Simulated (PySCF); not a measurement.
## C₆H₆ClN: calculation and literature

Bonds (- single, = double, # triple, : aromatic): N1-C2 1.376 Å, C2:C3 1.407 Å, C3:C4 1.390 Å, C4:C5 1.394 Å, C5:C6 1.393 Å, C6-Cl7 1.736 Å, C6:C8 1.390 Å, C8:C2 1.405 Å. N1 carries H9, H10; C3 carries H11; C4 carries H12; C5 carries H13; C8 carries H14.

The experiment to reproduce: δ $^{13}$C C6 133.4 ppm (measured; solution, DMSO-d6; Viesser, Ducati, Tormena, Autschbach, PCCP 2018 (ESI)).
δ $^{13}$C C6 135.0 ppm (measured; solution, CDCl3; Viesser, Ducati, Tormena, Autschbach, PCCP 2018 (ESI)).

Method: geometry: PBE0-D3(BJ)/def2-SVP, σ from GIAO-HF/pcSseg-1, in PySCF 2.14 (no solvent model, a single conformation, no relativistic terms, one averaged value for each set of equivalent atoms).

(1) What does the calculation give, and how does it compare?

(2) How far are the unscaled $^{13}$C shifts from the references?

## Answers

(1) 
Reference values: measured (solution, DMSO-d6; Viesser, Ducati, Tormena, Autschbach, PCCP 2018 (ESI)).
| atoms | quantity | reference | computed | computed, scaled |
| --- | --- | --- | --- | --- |
| C6 | δ $^{13}$C | 133.4 | 150.7 | 142.1 |

Reference values: measured (solution, CDCl3; Viesser, Ducati, Tormena, Autschbach, PCCP 2018 (ESI)).
```
atoms    quantity  reference  computed  computed, scaled
   C6  δ $^{13}$C      135.0     150.7             142.1
```

Computed shifts are σ(ref) − σ with the named reference compound (TMS for H and C) calculated as an isolated molecule at the same level. The measured values may be among those fitted. Expected solution values come from regression of measured δ (H and C: mostly CDCl3, vs TMS) on computed σ: $^{13}$C (scatter 2.1 ppm rms, 3.7 ppm with the 4 outliers that the fit left out). A few per cent of atoms miss by over 2 rms, more outside the fitted compound classes.

(2) Mean signed difference +16.50 ppm, mean absolute 16.50 ppm over 2 comparisons; the largest is +17.3 ppm at C6 (aromatic carbon bearing chlorine).

Carbons that carry Cl, above all several Cl atoms, come out too deshielded, partly because spin–orbit coupling is missing.
